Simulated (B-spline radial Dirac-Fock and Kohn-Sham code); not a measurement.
How core holes in Nb⁴⁺ decay

System: Nb⁴⁺, [Kr] 4d1, inside a Watson sphere of charge -4 and radius 3 Å (a model of the Madelung potential; inside it an electron's potential energy is raised by 19.2 eV).

The run's input, task.json:

```json
{"items": [{
  "Z": 41,
  "q": 4,
  "cfg": [[1, 0, 2], [2, 0, 2], [2, 1, 6], [3, 0, 2], [3, 1, 6], [3, 2, 10], [4, 0, 2], [4, 1, 6], [4, 2, 1]],
  "A": 93,
  "rrms": 4.324,
  "watson": [-4, 3.0],
  "do": ["binding", "quiet", "decay"],
  "holes": ["K", "L1", "L2", "L3", "M1", "M2", "M3", "M4", "M5", "N1", "N2", "N3"]
}]}
```

Command: `python xray_run.py task.json out`

The computed values come from a radial finite-basis atomic code: independent-particle radiative and Coulomb Auger rates from relativistic LDA hole-state orbitals, with Dirac-Fock energies.

Partial widths are in eV. Coster-Kronig decay leaves a hole in the same principal shell; its rates are the weakest part of the model, often 1.5 to 2.5 times too large and more for N holes. Holes without an open Auger channel, or with an unreliable SCF state, are not listed.

```
      hole  radiative   Auger  Coster-Kronig   total  fluorescence yield  lifetime (fs)
    K (1s)       3.05    1.03              0    4.08               0.748          0.161
   L1 (2s)     0.0384   0.979           4.72    5.74             0.00670          0.115
L2 (2p1/2)     0.0562    1.45          0.175    1.68              0.0335          0.392
L3 (2p3/2)     0.0546    1.55              0    1.61              0.0339          0.409
   M1 (3s)   0.000653   0.145           6.37    6.51            0.000100          0.101
M2 (3p1/2)   0.000562   0.165           2.82    2.98            0.000188          0.221
M3 (3p3/2)   0.000495   0.170           3.06    3.23            0.000153          0.204
M4 (3d3/2)   3.56e-05  0.0666              0  0.0666            0.000534           9.88
M5 (3d5/2)   3.30e-05  0.0709              0  0.0710            0.000465           9.27
```
